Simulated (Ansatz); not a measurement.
Born–Oppenheimer molecular dynamics of Cl3FH4NOTa (11 atoms, charge 0, multiplicity 1). It starts at the highest image of a converged band, a first-order saddle point between two minima.

Method: Ansatz, RKS PBE/def2-SVP.

- ensemble: NVE (velocity Verlet)
- time step: 0.5 fs
- steps asked: 200
- starting velocities drawn for: 100 K
- seed: 10984

First frame:

```xyz
11
Properties=species:S:1:pos:R:3
Ta 0.087 0.196 0.117
N 2.211 -0.129 0.264
H 2.533 -0.838 0.934
H 2.752 -0.203 -0.607
Cl 0.094 -0.698 2.311
Cl 0.576 0.802 -2.098
Cl -1.736 1.616 0.423
F -0.699 -1.406 -0.479
O 1.203 1.925 0.869
H 1.029 2.470 1.657
H 2.059 1.185 0.808
```

Question: How far do the bonds stretch over the last three quarters of this one trajectory? (Pairs bonded in most of those frames.)

Answer: 
| bond | mean (Å) | spread (Å) | shortest | longest |
| --- | --- | --- | --- | --- |
| Ta1–N2 | 2.471 | 0.109 | 2.22 | 2.59 |
| Ta1–Cl5 | 2.365 | 0.009 | 2.35 | 2.38 |
| Ta1–Cl6 | 2.381 | 0.024 | 2.34 | 2.41 |
| Ta1–Cl7 | 2.339 | 0.035 | 2.29 | 2.39 |
| Ta1–F8 | 1.914 | 0.020 | 1.89 | 1.95 |
| Ta1–O9 | 1.965 | 0.096 | 1.79 | 2.18 |
| N2–H3 | 1.032 | 0.027 | 0.98 | 1.09 |
| N2–H4 | 1.033 | 0.028 | 0.99 | 1.08 |
| N2–H11 | 1.040 | 0.039 | 0.97 | 1.13 |
| O9–H10 | 0.975 | 0.005 | 0.96 | 0.98 |

Pairs bonded in part of these frames only: Ta1–H10 22 %.

Mean temperature of the second half: 638 K. The conserved energy stayed within 0.13 meV per atom of its start (net change 0.086 meV per atom), so the integration is sound. The kinetic energy rose, since the run started high on the potential surface and went downhill. A run of 0.1 ps of so small a system gives no equilibrium averages. The orbitals stay closed-shell, which can raise the energy where a bond breaks towards radicals; this wasn't checked here.

Time of the run: 4 min on 4 threads of Intel(R) Xeon(R) 6975P-C (Granite Rapids), with other jobs on the host, peak memory 0.27 GiB.
